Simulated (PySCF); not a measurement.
C4H5B.
Atom-mapped SMILES: `[BH2:1]/[CH:2]=[CH:3]\[C:4]#[CH:5]` (hydrogens: H6, H7 on B1; H8 on C2; H9 on C3; H10 on C5)

A GFN2-xTB structure was refined with PySCF, PBE0-D3(BJ)/def2-SVP geometry optimisation, gas phase. Its GFN2-xTB values:

```csv
coordinate,GFN2-xTB
B1–C2,1.562 Å
B1–H6,1.136 Å
C2=C3,1.340 Å
C2–H8,1.071 Å
C3–C4,1.454 Å
C3–H9,1.094 Å
C4≡C5,1.171 Å
C5–H10,1.046 Å
B1–C2–C3,124.6°
C2–C3–C4,125.1°
C3–C4–C5,178.2°
```

Q: How do these coordinates change at the PBE0-D3(BJ)/def2-SVP level?

A: 
| coordinate | PBE0-D3(BJ)/def2-SVP (Å or °) | change |
| --- | --- | --- |
| B1–H6 | 1.208 | +0.072 |
| C4≡C5 | 1.215 | +0.044 |
| C3–C4 | 1.419 | -0.035 |
| C5–H10 | 1.075 | +0.029 |
| C2–H8 | 1.096 | +0.025 |
| B1–C2 | 1.542 | -0.020 |
| C2=C3 | 1.360 | +0.020 |
| C3–H9 | 1.099 | +0.005 |
| C3–C4–C5 | 176.4 | -1.8 |
| C2–C3–C4 | 126.4 | +1.3 |
| B1–C2–C3 | 124.2 | -0.4 |

The energy falls by 0.274 eV over 8 energy and gradient evaluations, the largest force component goes from 0.1138 to 3.4e-04 Eh/bohr, and the atoms move by 0.046 Å rms after alignment. The bond that changes most is B1–H6 (three-coordinate boron to B–H hydrogen), which lengthens by 0.072 Å. Bonds longer at the end by more than 0.005 Å: 7 of 9; shorter: 2. Rotational constants go from 12441, 3503, 2733 to 12771, 3394, 2682 MHz.

The run used 95 basis functions and 54 SCF cycles in all. On Arm Neoverse V2, one thread, no GPU (shared host), this took 17 s of wall time and 0.38 GiB of memory at its peak.

No frequency check.
